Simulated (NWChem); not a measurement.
# Basis-set convergence for I₂Si

```xyz
3

Si     0.0000     0.0000     1.3602
I     -1.9868     0.0000    -0.1796
I      1.9868     0.0000    -0.1796
```
Charge 0, spin multiplicity 1.

Program: NWChem. The geometry was optimised at B3LYP/def2-SVP with def2 effective core potentials on I, a minimum by its harmonic frequencies.

Quantity: first vertical ionisation energy at the level G0W0@PBE0.

Effective core potentials replace the inner electrons of I; spin-orbit coupling is left out. GW and range-separated runs recompute their integrals, the others keep them in memory, which bears on the times. The structure started from a generated list of species.

Relative cost: rough, from shared machines, SCF included, def2-SVP = 1.

**Question.** In def2-QZVP the value is 9.00 eV. Among def2-SVP, def2-SVPD, def2-TZVP, def2-TZVPP, def2-TZVPD, which is the smallest basis within 0.1 eV of it?

**Answer.** No smaller set comes that close. def2-QZVP isn't the basis-set limit itself, and a small set can land close by cancellation.

```json
[
 {"basis": "def2-SVP", "functions": "70", "first vertical ionisation energy (eV)": "8.48", "relative cost": "1"},
 {"basis": "def2-SVPD", "functions": "94", "first vertical ionisation energy (eV)": "8.49", "relative cost": "under 3"},
 {"basis": "def2-TZVP", "functions": "137", "first vertical ionisation energy (eV)": "8.76", "relative cost": "6"},
 {"basis": "def2-TZVPP", "functions": "142", "first vertical ionisation energy (eV)": "8.78", "relative cost": "6"},
 {"basis": "def2-TZVPD", "functions": "161", "first vertical ionisation energy (eV)": "8.76", "relative cost": "8"},
 {"basis": "def2-QZVP", "functions": "234", "first vertical ionisation energy (eV)": "9.00", "relative cost": "40"}
]
```
